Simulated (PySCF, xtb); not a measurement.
F2H3MoNO2, SMILES [NH]=[Mo]([OH])([OH])([F])[F], multiplicity 1. Other conformers were not sampled.

Harmonic wavenumbers (cm⁻¹) from GFN2-xTB in xtb 6.7.1 at its own minimum, in rising order: 127, 231, 242, 245, 254, 296, 318, 384, 389, 421, 429, 437, 457, 493, 585, 592, 668, 1021, 3480, 3594, 3606.

What does PBE-D3(BJ)/def2-SVP run with PySCF give at its own minimum? (The exact figures need the calculation; the answer reports its results.)

103, 161, 211, 239, 257, 264, 300, 345, 386, 493, 530, 569, 621, 632, 681, 712, 734, 1025, 3537, 3706, 3732. Paired by order, the mean absolute difference is 68 cm⁻¹ and the zero-point energies are 26.1 and 27.5 kcal/mol.
